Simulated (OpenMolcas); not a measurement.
**Ni5+, Pd5+, Pt5+: d⁵ down the group**

```yaml
Program: OpenMolcas 26.06
Method: CASSCF
Basis: ANO-RCC-VTZP
Scalar_Hamiltonian: DKH2, point nucleus
Spin-orbit_coupling: state interaction with AMFI integrals over the reference wave functions, term energies averaged over their components
```

Active space for each ion: 5 electrons in 5 orbitals (d).

Computed levels in cm-1 above ⁶S_5/2:

| Level | Ni5+ | Pd5+ | Pt5+ |
| --- | --- | --- | --- |
| ⁴G_7/2 | 47070 | 32856 | 29167 |
| ⁴G_11/2 | 47089 | 32994 | 30449 |
| ⁴G_9/2 | 47112 | 33149 | 31919 |
| ⁴P_1/2 | 54420 | 38002 | 34780 |
| ⁴D_7/2 | 58455 | 40372 | 39021 |
| ⁴D_1/2 | 58684 | 41790 | 44646 |
| ²I_11/2 | 67085 | 46823 | 44116 |
| ²I_13/2 | 67256 | 47828 | 48438 |
| ²F_7/2(1) | 77906 | 56578 | 63643 |
| weight of ⁶S in the lowest level (%) | 100 | 99 | 85 |

Mixed levels, with the weight of the term that names them: Pd5+ ²F_7/2(1) (57 %), Pt5+ ⁴G_7/2 (67 %), Pt5+ ⁴P_1/2 (64 %), Pt5+ ⁴D_7/2 (67 %), Pt5+ ⁴D_1/2 (70 %), Pt5+ ²I_11/2 (72 %), Pt5+ ²F_7/2(1) (61 %).

Measured, with the error of the calculation in %. Measured levels: Ni5+ from Corliss and Sugar, J. Phys. Chem. Ref. Data 10, 197 (1981).

| Level | Ni5+ |
| --- | --- |
| ⁴G_11/2 | 41921 (+12.3) |
| ⁴P_1/2 | 46325 (+17.5) |
| ⁴D_7/2 | 50331 (+16.1) |
| ²I_11/2 | 61196 (+9.6) |
| ²I_13/2 | 61280 (+9.8) |
| ²F_7/2(1) | 67085 (+16.1) |

Without spin-orbit coupling ⁴G lies 47082, 32954, 30124 cm-1 above ⁶S in that order; the difference to the level ⁴G_7/2, of either sign, comes from spin-orbit coupling, which also lowers the zero.

Without dynamic correlation excited terms often stand tens of per cent too high (terms of higher spin than the ground term too low), and those without a measured partner can miss by more than the paired ones. Terms from blocks run as CI alone lack orbitals of their own. Computed and measured levels are paired by configuration, term and J; levels that our copy of the source lacks, or whose pairing is in doubt (as where it misses far off the trend of its configuration), stay unpaired and out of the deviations. Levels of configurations outside the active space are missing.

A number in round brackets counts repeated terms of one configuration in the order of the reference energies.
